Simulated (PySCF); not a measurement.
A calculated (PBEsol, PySCF 2.14, aug-cc-pCVTZ-DK, the spin-free X2C one-electron Hamiltonian (Gaussian nucleus)) atom or ion has these occupied shells.

```tsv
shell	electrons	orbital energy (eV)	rms radius, mean of both spins (bohr)
1s α	1	-210.12	0.383
1s β	1	-209.36	0.383
2s α	1	-32.460	1.76
```

(1) Name the element and its charge.

## Answers

(1) B²⁺ (boron, charge +2), in [He] 2s1, 2S determinant.
